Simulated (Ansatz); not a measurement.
# What each rung costs, and what it gives

Saddle point of BNH5Br, singlet (BH₂Br ([BH2][Br]) + NH₃ → BNH₄ ([BH2][NH2]) + HBr; bonds formed: Br2–H5; dative contacts that become bonds: B1–N6; bonds broken: B1–Br2, H5–N6), PBE0-D4/def2-TZVP structure:

```tsv
atom	x (Å)	y (Å)	z (Å)
B1	-0.6365	-0.5808	0.1210
Br2	-0.1950	1.0144	-2.0954
H3	-1.6921	-0.1384	0.4369
H4	-0.4844	-1.6365	-0.4007
H5	0.5087	0.7428	-0.5948
N6	0.5728	0.1371	0.5806
H7	1.4459	-0.3681	0.6414
H8	0.4805	0.8294	1.3111
```

Barriers are electronic and count from the start structure reached by relaxing down the imaginary mode.

Computed with Ansatz 0.2.0 (basis: as named in each row); correlated methods freeze the cores. Filled d shells of the heavier atoms are correlated. The def2 sets are not built for correlating such inner shells, so the correlated values are less sure here. B3LYP uses VWN-RPA correlation. Extrapolation: Hartree–Fock as exp(−7.88 √X), correlation as X^−2.97.

Times are rough, for one single point on 4 threads of a shared host (AMD EPYC).

The estimate by CCSD(T) at an estimated basis limit (MP2 extrapolated from triple and quadruple zeta, plus CCSD(T) − MP2 in triple zeta) is 31.31 kcal/mol.

```
      method       basis  time (s)  barrier (kcal/mol)  method less estimate
          HF      STO-3G   under 1               54.72                 23.41
      PBE-D4      STO-3G   under 1               36.20                  4.89
       SPW92    def2-SVP   under 1               26.31                 -5.00
      PBE-D4    def2-SVP         1               26.62                 -4.69
    B3LYP-D4       6-31G         2               28.03                 -3.28
       SPW92  def2-TZVPP         2               26.34                 -4.97
     PBE0-D4    def2-SVP         2               30.08                 -1.23
      PBE-D4  def2-TZVPP         3               26.67                 -4.64
     BLYP-D4  def2-TZVPP         3               24.63                 -6.68
    BHLYP-D4  def2-TZVPP         4               30.40                 -0.91
    B3LYP-D4  def2-TZVPP         4               27.32                 -3.99
     CCSD(T)    def2-SVP         4               33.70                  2.39
CAM-B3LYP-D4  def2-TZVPP         4               29.19                 -2.12
     PBE0-D4  def2-TZVPP         4               29.74                 -1.57
   r2SCAN-D4  def2-TZVPP         4               27.59                 -3.72
     wB97M-V    def2-SVP         6               30.99                 -0.32
  r2SCAN0-D4  def2-TZVPP         6               29.94                 -1.37
  RPA on PBE  def2-TZVPP         6               31.76                  0.45
      B2PLYP  def2-TZVPP         6               29.19                 -2.12
    PBE-QIDH  def2-TZVPP         6               32.09                  0.78
     wB97X-V  def2-TZVPP         8               31.38                  0.07
      B97M-V  def2-TZVPP         8               30.58                 -0.73
     wB97M-V  def2-TZVPP         8               30.88                 -0.43
         MP2  def2-QZVPP        26               31.41                  0.10
     CCSD(T)  def2-TZVPP        30               32.03                  0.72
```

All methods are single points on the PBE0-D4 structures.

T1 diagnostic: at most 0.010.

The step is the kind of exchange with an N–H group that builds nitride films in atomic layer and chemical vapour deposition.

Labels in which every atom is bracketed show which atoms are joined, not bond orders.
